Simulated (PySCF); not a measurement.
Br4Te. Atoms are numbered in the order given.

```xyz
5

Te     0.0000     0.0000     0.4729
Br     1.9587     0.0000    -1.1598
Br     0.0000     2.6369     0.8085
Br    -1.9587     0.0000    -1.1598
Br     0.0000    -2.6369     0.8085
```
Charge 0, spin multiplicity 1.

Geometry: PBE-D3(BJ)/def2-SVP. The def2 effective core potentials stand for the cores of Te; spin–orbit coupling is left out.

These are PBE/def2-TZVP (PySCF) values and carry that method's errors.

The molecule is in vacuum.

Question: Estimate the frontier levels, gap, dipole moment and polarisability. (An estimate is asked for; the answer gives what the named calculation found.)

Answer: 
The highest occupied level comes out as -6.93 eV and the lowest empty level comes out as -4.85 eV. The orbital gap comes out as 2.08 eV, the dipole moment comes out as 0.07 D and the quadrupole, principal values (traceless, Buckingham form, about the centre of nuclear charge) is -12.22, 5.60, 6.61 D·Å. The mean static polarisability comes out as 145.4 bohr³ (21.55 Å³) and the polarisability, principal values comes out as 108.4, 132.6, 195.3 bohr³.
